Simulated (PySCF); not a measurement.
Sn(I)2 anion (I2Sn), SMILES [I][Sn][I] (connectivity only; charge and spin as stated), charge -1, multiplicity 2.

Geometry optimised at B3LYP-D3(BJ)/def2-SVPD. The multiplicity is an assumed one; other spin states were not compared. The isomer is the one that the SMILES or the coordinates give; other isomers of the formula were not compared. The def2 effective core potentials stand for the cores of I, Sn; spin–orbit coupling is left out.

The numbers are results of B3LYP-D3(BJ)/def2-SVPD in PySCF, not measurements.

Frequencies are harmonic and unscaled.

Give all harmonic wavenumbers and intensities. (The exact figures need the calculation; the answer reports its results.)


```tsv
mode	ν (cm⁻¹)	IR (km/mol)	moving atoms (share of kinetic energy)
1	41	0.0	I 83 %, Sn 17 %
2	134	38.0	Sn 56 %, I 44 %
3	143	8.7	Sn 52 %, I 48 %
```
